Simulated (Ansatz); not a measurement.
Ansatz (a quantum-chemistry and plane-wave program) input (RI-MP2/aug-cc-pVQZ):
A basis named .json is the Basis Set Exchange file of that set.

Ansatz 0.2 input:
```yaml
crystal:
  periodic: [false, false, false]
  atoms:
    - {symbol: Se, position_ang: [1.43267820, 0.84148578, -0.15596491]}
    - {symbol: C, position_ang: [-0.00331877, -0.48646846, 0.12717665]}
    - {symbol: C, position_ang: [-0.90585264, -0.74837250, -1.07423442]}
    - {symbol: C, position_ang: [-2.11878745, -1.45485201, -0.44647435]}
    - {symbol: C, position_ang: [-2.24919805, -0.85747260, 0.98143753]}
    - {symbol: C, position_ang: [-0.97554837, -0.00791273, 1.20799838]}
    - {symbol: H, position_ang: [2.13457621, 0.06330132, -1.19028868]}
    - {symbol: H, position_ang: [0.48246509, -1.40995121, 0.44383004]}
    - {symbol: H, position_ang: [-1.20055768, 0.20637839, -1.51601620]}
    - {symbol: H, position_ang: [-0.41876079, -1.33640183, -1.85259066]}
    - {symbol: H, position_ang: [-1.93387707, -2.52910949, -0.38867027]}
    - {symbol: H, position_ang: [-3.02362444, -1.31946810, -1.03898799]}
    - {symbol: H, position_ang: [-2.32539566, -1.65098103, 1.72516585]}
    - {symbol: H, position_ang: [-3.14552416, -0.24536809, 1.08092929]}
    - {symbol: H, position_ang: [-0.56630721, -0.10931917, 2.21262806]}
    - {symbol: H, position_ang: [-1.19782141, 1.05087242, 1.05138465]}
basis:
  gaussian:
    orbitals: aug-cc-pVQZ
    fitting: {mean_field: def2-universal-jkfit, correlation: aug-cc-pVQZ-RIFIT.json}
magnetization: {spin_polarized: false}
correlation: {method: mp2, electrons: outside_noble_gas}
```

End of the output:

```
integrals: 4.63 GiB planned
821 factors; integrals over basis functions are off by at most 5.3e0 eV
4.21 GiB of device memory are held for the factors and their scratch space
mean field: 8.69 GiB planned
mean field evaluation 1: about -70610.9273 eV, gradient 4.7e1 eV
mean field evaluation 2: about -70615.2528 eV, gradient 2.6e1 eV
mean field evaluation 4: about -70617.0150 eV, gradient 1.4e0 eV
mean field evaluation 8: about -70617.0211 eV, gradient 2.0e-6 eV
mean field -70617.02109229 eV, -2595.1276592057 hartree, gradient 2.0e-6 eV, S^2 0.000000; 0 other end points of the search recorded, 0 dependent functions left out
19 core orbitals not correlated
1902 factors; their error is unknown
reference -70617.02109229 eV, -2595.1276592057 hartree; 18, 18 occupied and 916, 916 virtual orbitals, 1902 factors
second order -29.76010145 eV of doubles, -0.00000000 eV of singles
Total energy: -70646.78119374 eV, -2596.2213227619 hartree
```
